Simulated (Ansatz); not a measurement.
Ga2PF3. Charge 0, multiplicity 3. Geometry PBE-D4/def2-SVP, that of the neutral singlet; atoms count from 1.

| atom | x (Å) | y (Å) | z (Å) |
| --- | --- | --- | --- |
| Ga1 | -0.311 | 1.151 | -0.703 |
| Ga2 | 0.427 | -1.281 | 0.305 |
| P3 | 0.531 | -0.592 | -1.818 |
| F4 | -0.949 | 2.773 | -0.528 |
| F5 | 0.627 | -2.416 | 1.624 |
| F6 | -0.325 | 0.366 | 1.120 |

At PBE0-D4/def2-TZVP a singlet of charge 0 lies 3.05 eV below the triplet at the same geometry. The structure comes from a short search, and lower isomers may exist.

Q: Estimate the Mulliken populations from the PBE0/def2-TZVP orbitals of Ansatz.

A: 
| atom | charge (e) | spin (α − β) |
| --- | --- | --- |
| Ga1 | 0.51 | 0.44 |
| Ga2 | 0.51 | 0.44 |
| P3 | 0.01 | 1.06 |
| F4 | -0.35 | 0.03 |
| F5 | -0.35 | 0.03 |
| F6 | -0.33 | -0.01 |
Mulliken values depend strongly on the basis.

Q: Where does the spin sit?

A: Summed by element: Ga 0.88, P 1.06, F 0.05, of 2 unpaired in all. Largest on single atoms: P3 1.06, Ga2 0.44, Ga1 0.44.

Q: And the Mayer bond orders between heavy atoms (over 0.3)?

A: Ga1–Ga2 0.39 (2.73 Å); Ga1–P3 1.00 (2.23 Å); Ga1–F4 0.95 (1.75 Å); Ga1–F6 0.47 (1.98 Å); Ga2–P3 1.00 (2.23 Å); Ga2–F5 0.95 (1.75 Å); Ga2–F6 0.47 (1.99 Å).
